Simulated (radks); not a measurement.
Initial-state core-level shifts of the mercury ion Hg2+ when its valence configuration changes from [Xe] 4f14 5d10. Calculated with a radial shooting solver on a logarithmic mesh with Libxc functionals: non-relativistic Kohn-Sham, BLYP, spin-unpolarised, spherical densities, point nucleus; relativity is left out, which matters for an element this heavy. Shifts are changes of the shell-averaged eigenvalues in eV (positive: less bound); the change of the density at the nucleus, which sets a Mossbauer isomer shift, is in e/bohr^3, on a base of 3.676e+05.

4f14 5d9.5 6p0.5: 1s -3.068; 2s -3.123; 2p -3.120; 3s -3.094; density at nucleus +1.50
4f13 5d10 6p1: 1s -20.359; 2s -21.917; 2p -21.563; 3s -23.702; density at nucleus +28.20
4f14 5d9 6p1: 1s -6.176; 2s -6.292; 2p -6.287; 3s -6.229; density at nucleus +3.14
4f12 5d10 6p2: 1s -41.634; 2s -44.859; 2p -44.129; 3s -48.460; density at nucleus +58.11
4f12 5d10 6s2: 1s -39.309; 2s -42.549; 2p -41.825; 3s -46.125; density at nucleus +114.37
4f13 5d8 6p3: 1s -33.431; 2s -35.292; 2p -34.929; 3s -36.867; density at nucleus +36.36
4f14 5d8 6s2: 1s -10.190; 2s -10.458; 2p -10.455; 3s -10.285; density at nucleus +61.03
4f13 5d7 6s1 6p3: 1s -39.085; 2s -41.130; 2p -40.768; 3s -42.547; density at nucleus +75.57
4f13 5d10 6s1: 1s -19.151; 2s -20.720; 2p -20.368; 3s -22.493; density at nucleus +53.43
